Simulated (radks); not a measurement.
Task: The table gives one normalised radial function P(r) = r R(r) of Re4+ in [Xe] 4f14 5d3 (r in bohr). Calculated with a radial shooting solver on a logarithmic mesh with Libxc functionals: scalar-relativistic Kohn-Sham, exchange-only PBE, spin-polarised, spherical densities, point nucleus; open shells are filled with parallel spins first (spin-orbit coupling, left out, can overturn this in heavy ions).

r	P
0.001362	0.0031
0.001572	0.0040
0.001816	0.0051
0.002097	0.0065
0.002422	0.0082
0.002775	0.0103
0.003205	0.0130
0.003701	0.0165
0.004274	0.0208
0.004936	0.0262
0.005701	0.0330
0.006531	0.0408
0.007543	0.0510
0.008711	0.0633
0.01006	0.0780
0.01162	0.0955
0.01342	0.1158
0.0155	0.1388
0.01775	0.1628
0.0205	0.1896
0.02368	0.2165
0.02735	0.2413
0.03158	0.2608
0.03648	0.2710
0.04179	0.2677
0.04826	0.2458
0.05574	0.2005
0.06437	0.1294
0.07434	0.0334
0.08585	-0.0810
0.09836	-0.1943
0.1136	-0.3012
0.1312	-0.3709
0.1515	-0.3790
0.175	-0.3084
0.2021	-0.1573
0.2315	0.0420
0.2674	0.2727
0.3088	0.4671
0.3566	0.5663
0.4118	0.5279
0.4756	0.3430
0.5493	0.0410
0.6293	-0.2985
0.7268	-0.6455
0.8394	-0.9139
0.9694	-1.0590
1.119	-1.0676
1.293	-0.9586
1.481	-0.7855
1.711	-0.5754
1.976	-0.3797
2.282	-0.2238
2.635	-0.1161
3.043	-0.0520
3.486	-0.0209
4.026	-0.0066
4.65	-0.0017
5.37	-0.0003

Which n and l does it have? It may be an empty orbital.

Result: n = 5, l = 1: the number of nodes gives n - l - 1 = 3, the rise at small r (about r^(l+1), flatter next to the nucleus through relativity) gives l, and the extent must fit the shell. The curve is that of 5p down; the table hardly tells the two spins apart. 5p down: eigenvalue -87.886 eV, 3 radial nodes at r = 0.0777, 0.225, 0.559 bohr, <r> = 1.18 bohr, 90 % of the charge inside 1.71 bohr.
